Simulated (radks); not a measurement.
Values are calculated unless marked as measured or tabulated.
Coherent X-ray form factor from a spherical all-electron density. Level of theory: Dirac Kohn-Sham, PBEsol, spin-unpolarised, spherical densities, point nucleus (a radial shooting solver on a logarithmic mesh with Libxc functionals).

sin(theta)/lambda (1/angstrom),f0 (electrons)
0.05,41.982
0.1,39.529
0.15,36.652
0.2,33.888
0.25,31.368
0.3,29.094
0.4,25.262
0.5,22.309
0.6,20.018
0.8,16.459
1,13.457
1.25,10.360
1.5,8.176
2,5.959

The species is in the configuration that NIST lists as its ground one. Which atom or ion scatters so?

Answer. Neutral technetium, [Kr] 4d5 5s2. Extrapolating in s^2 from the first two rows gives f0(0) = 42.8, near the electron count 43; among species with that count, the fall with angle is slower the higher Z, and the table is that of Z = 43; from so few rows the species is fixed only to a neighbour or two.
